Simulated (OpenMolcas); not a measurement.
Sm3+ with 6 ligands (oxide) in tetragonal octahedral coordination (D4h) at 2.26 Å, the axial distance 2.147 Å. A charge of +1.5 e stands 2.6 Å behind each ligand. Ligand basis ANO-RCC-VDZP.

```
Program             : OpenMolcas
Method              : CASSCF
Basis               : ANO-RCC-VDZP [7s6p4d2f1g]
Scalar Hamiltonian  : DKH2, point nucleus
Active space        : 5 electrons in 7 orbitals (4f)
State averaging     : 2S+1 = 6 odd, 21 roots; 2S+1 = 4 odd, 128 roots kept (CI in the orbitals of an earlier block, 108 in the spin-orbit step); 2S+1 = 2 odd, 130 roots kept (CI in the orbitals of an earlier block, 40 in the spin-orbit step)
Spin-orbit coupling : state interaction with AMFI integrals over the reference wave functions
```

Q: What is the spin-free ground state (labels of D4, the rotations of D4h)?

A: 6E, 2-fold in its orbital part, 99 % from free-ion H terms; it has the highest spin that f5 allows.

Q: Where is the first state of the same spin?

A: 6A2 at 127 cm-1 above the ground state.

Q: What are the lowest two levels with spin-orbit coupling?

A: A 2-fold level E3/2 with g = 0.16, 0.23, 0.23, then a 2-fold level E1/2 153.8 cm-1 above it. Their leading multiplicities are 6 (97 %) and 6 (97 %).

Q: What is χT at 300 K, and how does it compare with the textbook value?

A: Hund's rules give f5 the level 6H5/2 with g = 0.286, so an isolated free-ion multiplet has χT = g² J(J+1) / 8 = 0.089 cm3 K/mol. The computed 0.305 at 300 K differs by +242 %, through the field's splitting, the mixing of terms and any other multiplet in reach.

High states are left out of the spin-orbit mixing, which shifts the levels that they would mix with. The oxide ions are held by bare point charges, a crude embedding. Without dynamic correlation the ligand-field splitting of an f shell can come out too small, at times by half. The distance lies 3 % under the 2.34 Å that this model takes as the normal distance (a Shannon-type radius plus a fixed donor radius); by an R⁻⁵ law this alone changes a d-shell field by about +19 %. The first state left out of the spin-orbit step lies near 38000 cm-1 above the lowest spin-free state of the reference (among the parities and spins computed), and the lists stop at four fifths of that energy or lower. No measured value stands beside these numbers; the geometry is a model, was not optimised and need not be the one that this ion takes.
